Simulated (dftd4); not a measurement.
H3Si (SMILES [SiH3]), doublet, geometry from GFN2-xTB; dftd4 with D4 for tpss.

dftd4 was given this input:
```
$ dftd4 mol.xyz --func tpss --charge 0 --json dftd4.json --noedisp --property

# file mol.xyz
4

Si     0.00172380     0.00046639     0.05606838
H     -0.01025152     1.41163100    -0.27334508
H      1.21691602    -0.70748096    -0.29344641
H     -1.23079768    -0.71067955    -0.21816587
```

What the program printed (banner, timings and long lists left out):

```
                    ____  _____ _____     ____  _  _
      -------------|  _ \|  ___|_   _|---|  _ \| || |------------
     |             | | | | |_    | | ___ | | | | || |_           |
     |             | |_| |  _|   | ||___|| |_| |__   _|          |
     |             |____/|_|     |_|     |____/   |_|            |
     |             ===================================           |
     |            E. Caldeweyher, S. Ehlert & S. Grimme          |
     |          Mulliken Center for Theoretical Chemistry        |
     |                    University of Bonn                     |
      -----------------------------------------------------------

Rational (Becke-Johnson) damping: tpss-D4-ATM
---------------------
  s6         1.0000
  s8         1.7660
  s9         1.0000
  a1         0.4282
  a2         4.5426
 alp        16.0000
--------------------

Atomic data, radii in Ångström:
------------------------------------------------------
   Z          R(cov)      r4/r2   hardness         EN
------------------------------------------------------
  14 Si       1.3867     2.5839     0.3054     1.9000
   1 H        0.4267     1.0622     0.4726     2.2000
------------------------------------------------------

Atomic reference systems (in atomic units):
----------------------------------------------------------------------------
   Z        #      CN     q+Z       C6(AA)   #      CN     q+Z       C6(AA)
----------------------------------------------------------------------------
  14 Si     1  0.0000 14.0000     321.4498   2  0.8915 14.0165     270.4983
            3  1.8234 13.9936     236.2774   4  2.8003 13.9692     228.3542
            5  3.6668 13.9341     158.2713
   1 H      1  0.0000  1.0000       7.6362   2  0.8942  1.0000       3.0374
----------------------------------------------------------------------------

Atomic properties (in atomic units):
----------------------------------------------------------------------------
     #    Z              CN          q      C6(AA)        C8(AA)   alpha(0)
----------------------------------------------------------------------------
     1   14 Si       2.7655    -0.0454    228.6553    16354.9464    32.4113
     2    1 H        0.9218     0.0151      2.8092       33.9585     2.6212
     3    1 H        0.9218     0.0151      2.8092       33.9585     2.6212
     4    1 H        0.9218     0.0151      2.8092       33.9585     2.6212
----------------------------------------------------------------------------

Molecular properties (in atomic units):
----------------------------------------
 molecular C6                 400.7468
 molecular C8               20977.4468
----------------------------------------

Dispersion energy:      -1.7082269329172E-03 Eh

[Info] JSON dump of results written to 'dftd4.json'
```
